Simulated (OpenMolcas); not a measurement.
## Ge: effect of the active space

| Item | Value |
| --- | --- |
| Program | OpenMolcas |
| Method | SS-CASPT2, IPEA 0.25 Eh, imaginary shift 0.1 Eh |
| Basis | ANO-RCC-VDZP |
| Scalar Hamiltonian | DKH2, point nucleus |
| Spin-orbit coupling | RASSI with atomic mean-field integrals over the reference wave functions, term energies averaged over their components |

A. 2 electrons in 3 orbitals (4p); 2S+1 = 3 even, 3 roots; 2S+1 = 1 even, 6 roots; closed shells correlated: 3d 4s; CASPT2 step of the order of 0.9 core-seconds
B. 4 electrons in 4 orbitals (4s 4p); 2S+1 = 3 even, 3 roots; 2S+1 = 1 even, 6 roots; 2S+1 = 5 odd, 1 root; 2S+1 = 3 odd, 5 roots; closed shells correlated: 3d; CASPT2 step roughly 1.9 core-seconds

Energies in cm⁻¹ above 4s² 4p² ³P₀, the measured ground level; measured values from NIST Handbook of Basic Atomic Spectroscopic Data.

| Level | A | B | Measured |
| --- | --- | --- | --- |
| 4s² 4p² ³P₀ | 0.0 | 0.0 | 0.0 |
| 4s² 4p² ³P₁ | 457 | 468 | 557 |
| 4s² 4p² ³P₂ | 1213 | 1224 | 1410 |
| 4s² 4p² ¹D₂ | 9430 | 9350 | 7125 |
| 4s² 4p² ¹S₀ | 19590 | 17750 | 16367 |

Deviations, from unrounded energies. A percentage is the sum of absolute deviations over the sum of measured energies, with the sign that they share, or ± where signs differ.

| Against measurement | Levels | A | B |
| --- | --- | --- | --- |
| mean absolute deviation (cm-1) | 4 | 1500 | 970 |
| fine structure of the ground term (%) | 2 | -15.1 | -14.0 |
| other terms of the ground configuration (%) | 2 | +23.6 | +15.4 |

B lies closest to measurement on these levels. The largest miss of B in the table is 4s² 4p² ¹D₂, by +2200 cm-1. The ranking rests on the paired levels alone, and a cruder setting can come out closer through cancelling errors.

Between A and B the level of the table that moves most is 4s² 4p² ¹S₀, by 1800 cm-1 (lowest in B, highest in A). Moves below CASPT2's spread within the term are not significant.

CASPT2 does not keep the components of a term degenerate, so their means are used; among the terms shown or strongly mixed into the levels shown the widest spread is 75 cm-1 (4s² 4p² ¹D, A). Some terms miss by over 15 % even with CASPT2, which points to a basis or an active space too small for the shells correlated. With the s shell closed, the reference lacks s² → p² mixing (holds for A). Computed and measured levels are paired by configuration, term and J; levels that our copy of the source lacks, or whose pairing is in doubt (as where it misses far off the trend of its configuration), stay unpaired and out of the deviations. Only configurations of the active space appear. The table leaves out levels that lie high or whose names do not pair safely across all columns.
